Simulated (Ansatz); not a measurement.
A structure relaxed at PBE0-D4/def2-TZVP, charge 0, multiplicity 1:

Cartesian coordinates in Å:
```
O -1.371 -0.006 -0.503
C -1.111 0.878 0.573
B 0.403 0.750 0.986
F 0.836 1.509 1.992
O 1.277 -0.070 0.392
Si 1.288 -1.178 -0.844
H -2.291 0.064 -0.766
H -1.320 1.924 0.305
H -1.740 0.656 1.448
H 0.382 -2.312 -0.552
H 2.685 -1.678 -0.892
H 0.962 -0.537 -2.138
```

Task: Give its formula and SMILES.

Result: CH6BFO2Si, `OCB(F)O[SiH3]`.

Task: Point group (tolerance 0.08 Å, 0.16 Å for H)?

Result: Cs.

Task: Summarise the bond lengths by kind.

Result: 1 × C–O 1.417 Å; 1 × H–O 0.959 Å; 1 × B–C 1.575 Å; 2 × C–H 1.100 Å; 1 × B–F 1.332 Å; 1 × B–O 1.338 Å; 1 × O–Si 1.659 Å; 3 × H–Si 1.481 to 1.484 Å.

Computed with Ansatz.
